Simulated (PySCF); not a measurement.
## Computed properties of B-trichloroborazine (B3Cl3H3N3), SMILES ClB1NB(Cl)NB(Cl)N1

B3Cl3H3N3, SMILES ClB1NB(Cl)NB(Cl)N1. The structure is a stationary point at B3LYP-D3(BJ)/def2-SVP. The values are those of a single conformer. All values are computed for the isolated molecule unless a solvent is named; none is compared with measurement here.

**Structure.** The optimised structure has Cs symmetry. All 30 harmonic modes at B3LYP-D3(BJ)/def2-SVP (PySCF) are real, so it is a minimum. With heavy atoms numbered as in [Cl:1][B:2]1[NH:3][B:4]([Cl:5])[NH:6][B:7]([Cl:8])[NH:9]1, the shortest bond between them is B2–N9 at 1.425 Å and the longest Cl1–B2 at 1.782 Å.

**Vibrations.** The strongest infrared lines (harmonic, unscaled, degenerate partners summed) lie at 1491 cm⁻¹ (1161 km/mol, N 45 %, B 42 %, H 12 %), 1491 cm⁻¹ (1161 km/mol, N 45 %, B 42 %, H 12 %), 732 cm⁻¹ (249 km/mol, H 77 %, N 15 %, B 8 %). The softest mode is at 96 cm⁻¹ and the zero-point energy is 44.2 kcal/mol.

**Electronic structure.** PBE0/def2-SVP (PySCF) places the frontier levels at -8.41 and 0.27 eV, a gap of 8.68 eV, and gives a dipole moment of 0.00 D and a mean polarisability of 76.3 bohr³.

**Excitations.** TDA-ωB97X/def2-SVPD (PySCF) has S1 at 7.38 eV (168 nm, f = 0.000, dark); the most intense of the 6 singlets computed lies at 8.24 eV (f = 0.73). T1 (TDA) is at 7.09 eV, 0.29 eV under S1. No vertical singlet excitation falls in the visible range (under 3.1 eV).

**NMR.** GIAO shifts at HF/pcSseg-1 (PySCF) (non-relativistic, atoms alike by connectivity averaged): ¹H at 4.9 ppm against TMS; ¹¹B at 21.1 ppm against BF3. Without spin–orbit terms, shifts of atoms bonded to Cl or Br come out too high.
